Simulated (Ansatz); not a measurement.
`[NH2][Zr]([OH])([OH])[F]` and `[NH2][Zr]([NH2])([OH])[OH]` differ in one atom or group.

Ansatz, PBE0-D4/def2-TZVP geometries, multiplicity 1. Each molecule was computed in one conformer, which needn't be the lowest.

Elements past krypton have def2 core potentials.

```json
{"property": "LUMO energy (PBE/def2-TZVPP) / eV", "`[NH2][Zr]([OH])([OH])[F]`": "-0.88"}
{"property": "HOMO energy (PBE0/def2-TZVPP) / eV", "`[NH2][Zr]([OH])([OH])[F]`": "-7.27"}
{"property": "HOMO–LUMO gap (ωB97M-V/def2-TZVPP) / eV", "`[NH2][Zr]([OH])([OH])[F]`": "10.28"}
{"property": "LUMO energy (ωB97M-V/def2-TZVPP) / eV", "`[NH2][Zr]([OH])([OH])[F]`": "0.64"}
{"property": "HOMO–LUMO gap (B3LYP/def2-TZVPP) / eV", "`[NH2][Zr]([OH])([OH])[F]`": "6.49"}
{"property": "ideal-gas entropy at 298 K and 1 bar (rigid rotor, harmonic PBE0-D4/def2-TZVP) / J/(mol·K)", "`[NH2][Zr]([OH])([OH])[F]`": "394"}
```

(1) What does the change do to each property? (Estimate.)

Answers

(1) Computed: 
| property | `[NH2][Zr]([NH2])([OH])[OH]` | shift |
| --- | --- | --- |
| LUMO energy (PBE/def2-TZVPP) / eV | -0.79 | 0.09 |
| HOMO energy (PBE0/def2-TZVPP) / eV | -6.73 | 0.54 |
| HOMO–LUMO gap (ωB97M-V/def2-TZVPP) / eV | 9.89 | -0.39 |
| LUMO energy (ωB97M-V/def2-TZVPP) / eV | 0.81 | 0.17 |
| HOMO–LUMO gap (B3LYP/def2-TZVPP) / eV | 6.11 | -0.38 |
| ideal-gas entropy at 298 K and 1 bar (rigid rotor, harmonic PBE0-D4/def2-TZVP) / J/(mol·K) | 410 | 16 |

With PBE0 the HOMO rises by 0.54 eV and the LUMO rises by 0.13 eV, so the gap narrows by about 0.41 eV. PBE moves the HOMO by 0.48 eV and ωB97M-V by 0.55 eV. The zero-point energy changes by 59.4 kJ/mol with +6 modes. Modes under 60 cm⁻¹, often nearly free rotors, make the harmonic entropy too high.

B3LYP here is the variant with VWN-RPA as its local correlation; programs differ in this.

Positive LUMOs are unbound, so they and the gaps depend on the basis.
